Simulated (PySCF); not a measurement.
Choosing a molecule for a target property.

Each SMILES stands for a single optimised conformer of the isolated species, non-relativistic unless stated. Electronic properties by PySCF.

The conformers computed, where there is a choice (atom-mapped SMILES and torsion angles):
- `[SiH3:1][O:2][C:3]1=[CH:4][CH:5]=[CH:6][C:7]12[CH2:8][CH2:9]2`: Si1–O2–C3–C4 1°
- `[BH2:1][N:2]([BH2:3])[CH:4]=[CH2:5]`: B1–N2–C4–C5 163°
- `[O:1]=[C:2]1[CH:3]=[C:4]([CH2:5][OH:6])[CH2:7][O:8]1`: C3–C4–C5–O6 -133°, H–O6–C5–C4 68°

The conformers of `CC[C@@H]1CC=CS1(=O)=O` aren't listed.

Question: Wanted: smallest rotational constant above 2 GHz (PBE0-D3(BJ)/def2-SVP) and HOMO–LUMO gap below 5.4 eV (PBE0/def2-SVPD), at PBE0-D3(BJ)/def2-SVP geometries. Which candidate meets both?
A. `[SiH3]OC1=CC=CC12CC2`
B. `BN(C=C)B`
C. `c1ccc2c(c1)CCS2`
D. `O=[Se]=O`
E. `O=C1C=C(CO)CO1`

Answer: D. Computed values:
| species | smallest rotational constant | HOMO–LUMO gap |
| --- | --- | --- |
| [SiH3]OC1=CC=CC12CC2 | 0.788 GHz | 5.30 eV |
| c1ccc2c(c1)CCS2 | 0.892 GHz | 5.56 eV |
| O=C1C=C(CO)CO1 | 1.082 GHz | 6.56 eV |
| BN(C=C)B | 2.986 GHz | 5.91 eV |
| O=[Se]=O | 6.702 GHz | 5.09 eV |

Question: Wanted: vertical ionisation energy between 9 eV and 9.7 eV (ΔSCF PBE0/def2-SVPD) and HOMO energy above -9 eV (PBE0/def2-SVPD), at PBE0-D3(BJ)/def2-SVP geometries. Which candidate meets both?
A. `BN(B)C=C`
B. `c1ccc2c(c1)CCS2`
C. `CC[C@@H]1CC=CS1(=O)=O`
D. `O=[Se]=O`

Answer: A. Computed values:
```csv
species,vertical ionisation energy,HOMO energy
c1ccc2c(c1)CCS2,7.71 eV,-5.98 eV
BN(B)C=C,9.44 eV,-7.38 eV
CC[C@@H]1CC=CS1(=O)=O,9.89 eV,-8.06 eV
O=[Se]=O,11.95 eV,-9.39 eV
```
